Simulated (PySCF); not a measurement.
How methods differ on the ionisation energy of Cr²²⁺

Cr²²⁺ 1s2 (1S) → Cr²³⁺ 1s1 (2S), as a difference of total energies. Computed with PySCF 2.14 in an even-tempered Gaussian basis (15 s from 22 bohr⁻², ratio 2.2; 7 p from 34 bohr⁻², ratio 2.4; 4 d from 100 bohr⁻², ratio 2.4; 3 f from 150 bohr⁻², ratio 2.4; 3 g from 230 bohr⁻², ratio 2.4), with the non-relativistic Hamiltonian (point nucleus). Correlated levels: nothing frozen; virtual orbitals above 40 to 60 times the deepest correlated orbital energy dropped. The calculations carry no spin-orbit coupling.

```json
{"method": "UHF", "ionisation energy (eV)": "7431.7", "difference from reference (eV)": "-50.2"}
{"method": "MP2 (all electrons)", "ionisation energy (eV)": "7433.0", "difference from reference (eV)": "-48.9"}
{"method": "SCS-MP2 (all electrons)", "ionisation energy (eV)": "7433.2", "difference from reference (eV)": "-48.7"}
{"method": "CCSD (all electrons)", "ionisation energy (eV)": "7433.0", "difference from reference (eV)": "-48.9"}
```

Reference: 7481.9 eV (theoretical estimate listed by NIST; NIST Atomic Spectra Database, ionization energies).

These non-relativistic numbers lack the scalar-relativistic shift.

With two correlated electrons CCSD is exact in that space.
